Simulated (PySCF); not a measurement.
Input of a run (PBE0-D3(BJ)/def2-SVP geometry optimisation, gas phase (PySCF 2.14.0)), started from GFN2-xTB:
```
{"job": {"xc": "PBE0", "basis": "def2-SVP", "d3": "d3bj", "grid": 1, "kind": "geom"}, "charge": 0, "multiplicity": 1}
C     -2.297906    -2.048175    -0.462418
C     -1.762218    -0.848178    -0.319290
C     -2.243938     0.538180    -0.239863
C     -0.991154     1.042305    -0.106273
C     -0.429910     2.400524     0.047536
C     -0.375475    -0.300882    -0.170252
C      0.846015    -0.834309    -0.116220
B      2.193257    -0.079611     0.052258
N      3.356602    -0.829507     0.133447
H     -3.362296    -2.188147    -0.555565
H     -1.687617    -2.935031    -0.492682
H     -3.227258     0.969943    -0.275367
H      0.135366     2.465590     0.976857
H     -1.223282     3.145514     0.055700
H      0.258110     2.615224    -0.769914
H      0.879118    -1.918360    -0.199213
H      2.280227     1.087220     0.111632
H      4.276248    -0.437490     0.242901
H      3.366307    -1.835561     0.094426
```

Output (energies in Eh, forces in Eh/bohr):
```
step   0  E = -351.66340902  max force = 0.019825
step   1  E = -351.66610560  max force = 0.002634
step   2  E = -351.66609151  max force = 0.001538
step   3  E = -351.66617024  max force = 0.000671
step   4  E = -351.66616565  max force = 0.000843
step   5  E = -351.66617499  max force = 0.000121
optimisation converged
```

Question: Summarise the run.

Answer: The energy falls by 1.7 kcal/mol over 6 energy and gradient evaluations, the largest force component goes from 0.0198 to 1.2e-04 Eh/bohr, and the atoms move by 0.055 Å rms after alignment. The bond that changes most is B8–H17 (three-coordinate boron to B–H hydrogen), which lengthens by 0.041 Å. Bonds longer at the end by more than 0.005 Å: 15 of 19; shorter: 0. Among the angles that change most is C7–B8–N9, from 118.1° to 120.7°. The energy rose by more than 1e-6 Eh at steps 2 and 4. The first step brought 97 % of the lowering.

Question: What are the final bond lengths?

Answer: C1=C2 1.334 Å, C2–C3 1.475 Å, C3=C4 1.367 Å, C4–C5 1.478 Å, C4–C6 1.486 Å, C6=C7 1.346 Å, C7–B8 1.550 Å, B8–N9 1.398 Å, C2–C6 1.504 Å, C1–H10 1.093 Å, C1–H11 1.093 Å, C3–H12 1.092 Å, C5–H13 1.102 Å, C5–H14 1.099 Å, C5–H15 1.102 Å, C7–H16 1.100 Å, B8–H17 1.212 Å, N9–H18 1.010 Å, N9–H19 1.012 Å. Numbering counts from 1 in the input's order; the species is `C=C1C=C(C)/C1=C\BN`.

The run used 176 basis functions and 43 SCF cycles in all.

PBE0-D3(BJ)/def2-SVP frequencies: not computed here. The numbers are those of one conformer.

Shape of the structure used: `[CH2:1]=[C:2]1[CH:3]=[C:4]([CH3:5])/[C:6]1=[CH:7]\[BH:8][NH2:9]`: C6–C7–B8–N9 178°, H–N9–B8–C7 180°, H–N9–B8–C7 0°.
